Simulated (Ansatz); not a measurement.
ZnF2⁺. Charge 1, multiplicity 2. Geometry B3LYP-D4/def2-TZVP; atoms count from 1.

Cartesian coordinates in Å:
```
Zn 0.000 0.000 0.000
F -1.751 0.049 -0.310
F 1.751 -0.049 0.310
```

The structure comes from a short search, and lower isomers may exist.

Estimate the Mulliken populations from the PBE0/def2-TZVP orbitals of Ansatz.


```tsv
atom	charge (e)	spin (α − β)	d electrons
Zn1	1.22	-0.01	10.02
F2	-0.11	0.51	–
F3	-0.11	0.51	–
```
Mulliken values and Mayer orders depend strongly on the basis.

Where does the spin sit?

Summed by element: Zn -0.01, F 1.01, of 1 unpaired in all. Largest on single atoms: F2 0.51, F3 0.51, Zn1 -0.01.

And the Mayer bond orders between bonded heavy atoms (over 0.3)?

Zn1–F2 0.72 (1.78 Å); Zn1–F3 0.72 (1.78 Å). Values over 0.3 also appear between atoms too far apart for a bond (F2–F3 0.42 at 3.56 Å); they arise where an orbital or an unpaired electron spreads over both atoms.
